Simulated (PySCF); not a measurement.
C$_{2}$H$_{6}$SZn (SMILES C[CH2][Zn][SH]), singlet, geometry from GFN2-xTB (such geometries of metal compounds can be far from the true shape); SVWN5/6-31G, polarisability run with PySCF.

The PySCF input:
```python
from pyscf import gto, scf, dft
from pyscf.prop import polarizability

mol = gto.Mole()
mol.atom = '''
    Zn   -0.39489974   -0.24293507    0.30569578
    C     0.27888530   -1.82744711   -0.79807246
    C     1.34456189   -1.27055712   -1.73244052
    H    -0.52225616   -2.28454765   -1.37353966
    H     0.70725683   -2.59442988   -0.15706615
    H     2.16584729   -0.81757575   -1.17697938
    H     0.93132662   -0.52161936   -2.40779205
    H     1.76100777   -2.07387796   -2.34303988
    S    -0.11729360    2.00049091    0.73888168
    H    -1.06017579    2.16027360    1.64851484
'''
mol.basis = '6-31g'
mol.verbose = 3
mol.build()

mf = dft.RKS(mol)
mf.xc = 'lda,vwn'
mf.kernel()
alpha = mf.Polarizability().polarizability()[2, 2]
print('alpha_zz =', alpha)
```

Question: Predict the main parts of the log of this PySCF run.

Answer: 
```
site-packages/pyscf/prop/efg/rhf.py:45: UserWarning: Module EFG is under testing
  warnings.warn('Module EFG is under testing')
site-packages/pyscf/prop/efg/dhf.py:30: UserWarning: Module EFG is under testing
  warnings.warn('Module EFG is under testing')
site-packages/pyscf/prop/zfs/uhf.py:40: UserWarning: Module ZFS is under testing
  warnings.warn('Module ZFS is under testing')
site-packages/pyscf/prop/gtensor/uhf.py:43: UserWarning: Module g-tensor is under testing
  warnings.warn('Module g-tensor is under testing')
site-packages/pyscf/prop/gtensor/uks.py:41: UserWarning: Module g-tensor is under testing
  warnings.warn('Module g-tensor is under testing')
site-packages/pyscf/prop/hfc/uks.py:35: UserWarning: Module HFC is under testing
  warnings.warn('Module HFC is under testing')
site-packages/pyscf/prop/magnetizability/rhf.py:39: UserWarning: Module magnetizability is under testing
  warnings.warn('Module magnetizability is under testing')
site-packages/pyscf/prop/magnetizability/uhf.py:37: UserWarning: Module magnetizability is under testing
  warnings.warn('Module magnetizability is under testing')
site-packages/pyscf/prop/magnetizability/rks.py:37: UserWarning: Module magnetizability is under testing
  warnings.warn('Module magnetizability is under testing')
site-packages/pyscf/prop/magnetizability/uks.py:39: UserWarning: Module magnetizability is under testing
  warnings.warn('Module magnetizability is under testing')
site-packages/pyscf/prop/polarizability/uhf.py:34: UserWarning: Module polarizability is under testing
  warnings.warn('Module polarizability is under testing')
site-packages/pyscf/prop/polarizability/rks.py:29: UserWarning: Module polarizability is under testing
  warnings.warn('Module polarizability is under testing')
site-packages/pyscf/prop/polarizability/uks.py:29: UserWarning: Module polarizability is under testing
  warnings.warn('Module polarizability is under testing')
converged SCF energy = -2251.99363965512
alpha_zz = 63.01169771513264
```
